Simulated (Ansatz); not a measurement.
Total energies of CdMe2 (C₂H₆Cd) from Ansatz at PBE0-D4/def2-TZVP, gas phase (1 Eh = 27.2114 eV = 2625.5 kJ/mol). The reference geometry is relaxed at PBE0-D4/def2-TZVP.

| state | geometry | energy (Eh) |
| --- | --- | --- |
| charge 0 singlet | reference | -247.49230 |
| charge 1 doublet | reference | -247.16755 |
| free Cd atom (singlet) | – | -167.77479 |
| free C atom (triplet) | – | -37.80537 |
| free H atom (doublet) | – | -0.50104 |

In the def2 sets Cd takes a core potential; there is no spin–orbit coupling.

Q: Work out the vertical ionisation energy to the doublet.

A: E(charge 1 doublet) − E(charge 0 singlet) = -247.16755 − (-247.49230) = 0.32475 Eh = 8.84 eV. For comparison, −ε of the highest occupied level is 6.84 eV at this level, 2.00 eV less.

Q: What is the binding energy per atom against free atoms?

A: Atoms: 1 × (-167.77479) + 2 × (-37.80537) + 6 × (-0.50104) = -246.39177 Eh. Binding: -246.39177 − (-247.49230) = 1.10053 Eh = 29.95 eV, or 3.33 eV for each of 9 atoms (no zero-point energy, no counterpoise term).
